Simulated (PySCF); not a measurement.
Ligands exchanged one at a time, Sn H-F. Isolated molecules, 0 K electronic values unless said otherwise. Strings in code marks are SMILES.

The HOMO from two functionals at the same geometries (PBE0-D4/def2-TZVP), both in PySCF: PBE-D3(BJ)/def2-TZVP and PBE0-D4/def2-TZVP. 

| species | PBE-D3(BJ)/def2-TZVP (eV) |
|---|---|
| 0 of 4 H replaced by F (`[SnH4]`) | -7.93 |
| 1 of 4 H replaced by F (`[F][SnH3]`) | -7.88 |
| 4 of 4 H replaced by F (`[F][Sn]([F])([F])[F]`) | -10.25 |

What does PBE0-D4/def2-TZVP give for each?


- 0 of 4 H replaced by F (`[SnH4]`): -9.16
- 1 of 4 H replaced by F (`[F][SnH3]`): -9.38
- 4 of 4 H replaced by F (`[F][Sn]([F])([F])[F]`): -12.43
Over these rows, drawn at random from the members with no instability flagged (it was tested for open shells, ions and some series alone), PBE minus PBE0-D4: mean +1.63 eV, from +1.23 eV to +2.17 eV.
